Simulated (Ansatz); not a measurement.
Basis-set extrapolation for C3H6OSSi (`C=C([SiH3])C(=O)S`) (PBE0-D4/def2-TZVP geometry, frozen core, Ansatz). Multiplicity 1, RHF reference.

```csv
,def2-TZVPP,def2-QZVPP
HF,-878.495674,-878.524346
MP2 correlation,-1.005754,-1.079142
CCSD(T) correlation,-1.105716,not run
```

Energies in hartree. Use E(X) = E(∞) + A·exp(−7.88·√X) for Hartree–Fock and E(X) = E(∞) + B·X^(−2.97) for correlation, with X = 3 and 4, and add CCSD(T) minus MP2 of the smaller set to the MP2 limit.

**Question.** What is the CCSD(T) energy at the basis-set limit?

**Answer.** HF limit: -878.524346 + (-0.028672) × 0.13774 = -878.52830. MP2 limit: -1.079142 + (-0.073388) × 0.74074 = -1.13350. Higher-order term: -1.105716 − (-1.005754) = -0.09996. Total: -879.76176 hartree, 100.6 kcal/mol below CCSD(T)/def2-TZVPP.
